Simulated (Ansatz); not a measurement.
`[CH3][SnH]([OH])[Br]` and `[CH3][SnH]([OH])[F]` differ in one atom or group.

Ansatz, PBE0-D4/def2-TZVP geometries, multiplicity 1. Each molecule was computed in one conformer, which needn't be the lowest.

Elements past krypton have def2 core potentials. Scalar relativity is left out up to krypton.

```
                                      property  `[CH3][SnH]([OH])[Br]`
size of the dipole moment (PBE/def2-TZVPP) / D                    1.99
         LUMO energy (ωB97M-V/def2-TZVPP) / eV                    1.09
             HOMO energy (PBE/def2-TZVPP) / eV                   -6.81
zero-point energy (PBE0-D4/def2-TZVP) / kJ/mol                   149.4
           HOMO–LUMO gap (PBE/def2-TZVPP) / eV                    5.11
             LUMO energy (PBE/def2-TZVPP) / eV                   -1.70
```

Question: What does the change do to each property? (An estimate is asked.)

Answer: The calculation gave: 
```csv
property,`[CH3][SnH]([OH])[F]`,shift
size of the dipole moment (PBE/def2-TZVPP) / D,2.82,0.83
LUMO energy (ωB97M-V/def2-TZVPP) / eV,1.30,0.21
HOMO energy (PBE/def2-TZVPP) / eV,-6.95,-0.14
zero-point energy (PBE0-D4/def2-TZVP) / kJ/mol,151.9,2.5
HOMO–LUMO gap (PBE/def2-TZVPP) / eV,5.57,0.46
LUMO energy (PBE/def2-TZVPP) / eV,-1.38,0.32
```

With PBE0 the HOMO falls by 0.40 eV and the LUMO rises by 0.37 eV, so the gap widens by about 0.77 eV. PBE moves the HOMO by -0.14 eV and ωB97M-V by -0.49 eV. Dipoles are sizes alone; their direction can turn.

Spin–orbit coupling is left out; it splits and shifts lone-pair levels of the heavy atoms by tenths of an eV.
